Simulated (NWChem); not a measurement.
System: B2F3 cation

```xyz
5

F      0.0000     0.0000    -2.2953
B      0.0000     0.0000    -1.0747
B      0.0000     0.0000     0.6957
F      0.0000     1.1550     1.2529
F      0.0000    -1.1550     1.2529
```
Atoms are numbered in this order, from 1.

Structure relaxed at the PBE0/def2-SVP level.

Symmetry labels are those of C2v in the frame above (b1 and b2, or b-type labels, depend on it).

### Question
List the 4 lowest vertical singlet excitations and the 4 lowest triplet ones from PBE/6-31+G* (spherical d), TDA (NWChem).

### Answer
```csv
state,energy (eV),oscillator strength,symmetry,leading excitation (squared amplitude)
S1,6.01,0.028,b1,HOMO → LUMO (0.97)
S2,6.02,0.000,a2,HOMO−1 → LUMO (1.00)
S3,6.60,0.001,b2,HOMO−2 → LUMO (0.60)
S4,6.96,0.021,a1,HOMO−1 → LUMO+1 (0.95)
T1,4.82,spin-forbidden,b1,HOMO → LUMO (0.98)
T2,5.57,spin-forbidden,b2,HOMO → LUMO+1 (0.98)
T3,5.90,spin-forbidden,a2,HOMO−1 → LUMO (1.00)
T4,6.13,spin-forbidden,b2,HOMO−2 → LUMO (1.00)
```
